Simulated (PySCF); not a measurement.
Nuclear quadrupole coupling in `C/C=N/c1sncc1N`

C5H7N3S.
Cartesian coordinates in Å at the GFN2-xTB level; atoms count from 1:
```xyz
16
C5H7N3S angstrom
C      3.0863    0.1455    0.2735
C      1.8036   -0.1007   -0.4284
N      0.6927    0.0676    0.1617
C     -0.5016   -0.1505   -0.4179
S     -0.8174   -0.7862   -2.0346
N     -2.4336   -0.7381   -1.8453
C     -2.7782   -0.2733   -0.6762
C     -1.7245    0.0848    0.1964
N     -1.8697    0.6617    1.4324
H      2.9031    0.4643    1.2957
H      3.6877   -0.7632    0.2764
H      3.6544    0.9132   -0.2513
H      1.8623   -0.4313   -1.4727
H     -3.8259   -0.1926   -0.4402
H     -1.0288    0.6624    1.9888
H     -2.7183    0.4455    1.9301
```

Field gradients from the PBE0/pcSseg-1 density (PySCF, non-relativistic), principal values in atomic units, ordered |Vxx| ≤ |Vyy| ≤ |Vzz|:

```csv
atom,Vxx,Vyy,Vzz
N3,0.3750,0.6597,-1.0347
S5,-0.3204,-1.9659,2.2863
N6,0.3590,0.6111,-0.9702
N9,0.4631,0.6352,-1.0983
```

Problem. Find the asymmetry η = (Vxx − Vyy)/Vzz and the couplings χ = eQV/h (234.96 MHz × Q in barn × V in au), with Q(14N) = 0.02044 b, Q(33S) = −0.0678 b.

Solution. 
```json
{"atom": "N3", "environment": "imine nitrogen", "nucleus": "14N", "η": "0.28", "χzz (MHz)": "-4.969", "χxx (MHz)": "1.801", "χyy (MHz)": "3.168"}
{"atom": "S5", "environment": "ring sulfur", "nucleus": "33S", "η": "0.72", "χzz (MHz)": "-36.42", "χxx (MHz)": "5.10", "χyy (MHz)": "31.32"}
{"atom": "N6", "environment": "pyridine-type nitrogen", "nucleus": "14N", "η": "0.26", "χzz (MHz)": "-4.659", "χxx (MHz)": "1.724", "χyy (MHz)": "2.935"}
{"atom": "N9", "environment": "aniline-type nitrogen", "nucleus": "14N", "η": "0.16", "χzz (MHz)": "-5.27", "χxx (MHz)": "2.22", "χyy (MHz)": "3.05"}
```

The tensor is traceless: Vxx + Vyy + Vzz = 0.

Problem. What is Vzz at S5 in SI units (1 au = 9.71736 × 10²¹ V/m²)?

Solution. 2.2863 au = 22.217 × 10²¹ V/m².

Were the hydrogens deuterons (Q(2H) = 0.00286 b), χzz would run from 195 kHz (H13) to 279 kHz (H16).

Isolated species at its GFN2-xTB geometry (one conformer only). GFN2-xTB bond lengths can be off by several hundredths of an ångström, more for odd bonds, and the gradients follow them. These gradients aren't converged with respect to the basis.

The run behind these numbers computed NMR shieldings as well. Time: 80 s; peak memory 0.86 GiB. Hardware: one thread, AMD EPYC (x86_64), shared host with 64 logical CPUs at a one-minute load of 61.
